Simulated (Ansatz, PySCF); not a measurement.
C₆H₁₂O₂Si (SMILES C=CC(=O)O[Si](C)(C)C), singlet, geometry from GFN2-xTB. Base run: PBE/STO-3G in PySCF.

Here is a job for PySCF.
```python
from pyscf import gto, scf, dft

mol = gto.M(
    atom='''
C     3.293177   -0.047959   -0.298071
C     2.599550   -0.641589    0.662060
C     1.122965   -0.589806    0.750703
O     0.499040   -1.133956    1.629472
O     0.547676    0.105490   -0.218220
Si   -1.113436    0.334790   -0.372732
C    -1.166701    1.397374   -1.946118
C    -1.770836    1.265223    1.150148
C    -1.968019   -1.347889   -0.607937
H     2.797114    0.511470   -1.073936
H     4.368206   -0.100308   -0.340836
H     3.070904   -1.208630    1.452009
H    -2.191842    1.644183   -2.197982
H    -0.624776    2.329221   -1.819520
H    -0.734255    0.878379   -2.795638
H    -1.620049    0.677121    2.050820
H    -2.832078    1.474892    1.063439
H    -1.256969    2.213451    1.286655
H    -1.565797   -1.879207   -1.466860
H    -3.036634   -1.235935   -0.760389
H    -1.820258   -1.976095    0.265753
''',
    basis='sto-3g',
    charge=0,
    spin=0,
    verbose=3,
)

mf = dft.RKS(mol)
mf.xc = 'pbe'
mf.kernel()
```

The same geometry, method and basis name were run in Ansatz (a quantum-chemistry and plane-wave program) and PySCF, at each program's defaults and at the settings that a row names. The base is PySCF at its defaults. Differences at the defaults can come from grids, fitting, cores and function types together.

| code and settings | ΔE vs base (mEh) | basis functions | E (Eh) | SCF cycles | dipole (D) |
|---|---|---|---|---|---|
| PySCF, defaults (exact integrals, its default grid, spherical functions) | 0.000 | 61 | -666.93651 | 12 | 1.73 |
| Ansatz, defaults (factorised integrals, its default grid, spherical functions) | -0.014 | 61 | -666.93652 | - | - |
| PySCF, density fitting with def2-universal-jkfit | (withheld) | 61 | (withheld) | 12 | 1.73 |
| PySCF, fine grid | -0.005 | 61 | -666.93651 | 12 | 1.73 |
| Ansatz, high accuracy | -0.006 | 61 | -666.93651 | - | - |

Some entries are withheld; supply them.


- PySCF, density fitting with def2-universal-jkfit, ΔE vs base (mEh): -3.388
- PySCF, density fitting with def2-universal-jkfit, E (Eh): -666.93989
